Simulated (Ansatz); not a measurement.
Total energies of (ClBS)3 ring (B₃S₃Cl₃) from Ansatz at PBE0-D4/def2-TZVP, gas phase (1 Eh = 27.2114 eV = 2625.5 kJ/mol). The reference geometry is relaxed at PBE-D4/def2-SVP.

```xyz
9

B    -0.736   -1.194    0.978
Cl   -1.495   -2.426    1.988
S     1.053   -1.007    1.228
B     1.680    0.290    0.124
Cl    3.415    0.590    0.252
S     0.820    1.330   -1.090
B    -0.945    0.903   -1.102
Cl   -1.920    1.836   -2.240
S    -1.872   -0.323   -0.138
```

| state | geometry | energy (Eh) |
| --- | --- | --- |
| charge 0 singlet | reference | -2649.18141 |
| charge 1 doublet | reference | -2648.80594 |
| free B atom (doublet) | – | -24.61828 |
| free Cl atom (doublet) | – | -459.99739 |
| free S atom (triplet) | – | -397.97371 |

Q: Work out the vertical ionisation energy to the doublet.

A: E(charge 1 doublet) − E(charge 0 singlet) = -2648.80594 − (-2649.18141) = 0.37547 Eh = 10.22 eV. For comparison, −ε of the highest occupied level is 8.58 eV at this level, 1.64 eV less.

Q: What is the binding energy per atom against free atoms?

A: Atoms: 3 × (-24.61828) + 3 × (-459.99739) + 3 × (-397.97371) = -2647.76814 Eh. Binding: -2647.76814 − (-2649.18141) = 1.41327 Eh = 38.46 eV, or 4.27 eV for each of 9 atoms (no zero-point energy, no counterpoise term).
